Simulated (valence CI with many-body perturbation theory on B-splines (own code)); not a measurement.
The numbers below are computed, except where a source is named.
**Hyperfine factors and g values of Yb21+**

Level of theory: relativistic CI+MBPT: three valence electrons over a frozen Dirac-Fock core [Kr] 4d10, a basis of 7 s, 7 p, 7 d, 7 f, 4 g, 2 h functions for each j, with the one-electron correlation potential Σ1, the two-electron term Σ2, the three-electron term Σ3, Breit, model QED; selected CI, second order for the rest, scaled by the run's own slope (own B-spline code, finite nucleus).

No measured levels were compared; by estimate terms of the open shell hold to a few per cent of their energy, and close levels can change places. The list stops below the first excitations out of the core.

A/g_I is the dipole constant over the nuclear g factor μ/I (μ in nuclear magnetons, uniformly magnetised nucleus), B/Q the quadrupole constant per barn. Both hold the static response of the core; the bare values leave it out. Large factors of s and p1/2 electrons are usually good to 5 to 10 %; those of open d and f shells near neutrality can be off by tens of per cent, and small factors of p3/2, d and f electrons come from cancelling terms and can be off by a factor of two or in sign, in half-filled shells by more. B is blank for J = 1/2, where it vanishes, and for nearly pure S terms. Energies count from the lowest level.

Names give the largest LS component (configuration and term), which can be under half, so a name can repeat, a term be missing and a line seem to break the LS rules; names also repeat where a configuration has a term twice. Letters in brackets count levels of one name in rising energy.

```tsv
Level	E (cm⁻¹)	g	A/g_I (MHz)	A/g_I bare	B/Q (MHz/b)	B/Q bare
4f3 4I°_9/2	0.0	0.749	3100	2890	1080	951
4f3 4I°_11/2	12345	0.967	2200	2250	1250	1080
4f3 4I°_13/2	23630	1.100	1710	1910	1530	1300
4f3 4F°_3/2	29903	0.552	3640	3150	-669	-582
4f3 4I°_15/2	33949	1.184	1420	1740	1930	1630
4f3 2H°_9/2 [a]	34451	1.008	2210	2330	-1300	-1140
4f3 4F°_5/2	38091	1.027	1900	2000	-318	-283
4f3 4S°_3/2	41846	1.732	-550	456	-421	-385
4f3 4F°_7/2	42208	1.110	1700	1930	-2110	-1860
4f3 4G°_5/2	46273	0.604	3440	3010	-839	-718
4f3 4F°_9/2	51041	1.194	1340	1660	-1050	-932
4f3 4G°_7/2	51116	1.023	1920	2020	1030	910
4f3 2H°_11/2 [a]	53206	1.109	1570	1770	-254	-257
4f3 2K°_13/2	55415	0.942	2220	2230	4310	3760
4f3 2G°_7/2 [a]	60214	0.975	1950	1960	-2120	-1850
4f3 2D°_3/2 [a]	61392	1.125	1320	1510	-269	-221
4f3 4G°_9/2	62651	1.143	1520	1780	319	270
4f3 2K°_15/2	64794	1.042	1880	2010	5250	4550
4f3 2P°_1/2	65915	0.487	5720	5440		
4f3 4G°_11/2	71067	1.192	1420	1750	426	350
4f3 2D°_5/2 [a]	71486	1.190	1510	1850	-943	-813
4f3 2G°_9/2 [a]	74280	1.128	1450	1670	-1290	-1110
4f3 4D°_5/2	76200	1.254	1160	1560	217	184
4f3 4D°_3/2	76809	1.082	1810	2010	446	400
4f3 2I°_11/2	79698	1.003	1900	1960	2540	2190
4f3 4D°_1/2	84147	0.171	5980	5170		
4f3 2D°_3/2 [b]	85490	1.073	1720	1870	317	283
4f3 2L°_15/2	86778	0.975	1930	1950	6550	5700
4f3 2I°_13/2	88334	1.070	1810	1980	2840	2470
4f3 4D°_7/2	90207	1.410	381	946	3800	3290
4f3 2L°_17/2	91115	1.057	1800	1940	7840	6810
4f3 2H°_9/2 [b]	92248	0.933	2060	2030	1500	1300
4f3 2F°_5/2 [a]	100060	1.077	1990	2200	193	164
4f3 2D°_3/2 [c]	100490	0.956	1930	1900	-792	-697
4f3 2H°_11/2 [b]	103150	1.061	1660	1790	1270	1110
4f3 2D°_5/2 [b]	115760	1.061	1730	1870	3160	2750
4f3 2F°_7/2 [a]	116860	1.144	1530	1800	1190	1030
4f3 2G°_9/2 [b]	129490	1.102	1720	1930	2470	2160
4f3 2G°_7/2 [b]	133150	0.904	2050	1960	3890	3380
4f3 2F°_7/2 [b]	179790	1.133	1420	1650	4970	4330
```

**Question.** Take the isotope of mass number 171, with I = 1/2, μ = 0.4923 μN. What is the hyperfine structure of 4f3 4I°_15/2?

**Answer.** From the table A = 1400 MHz. Shifts from the centre of gravity in MHz: F = 7: -5950, F = 8: 5250.
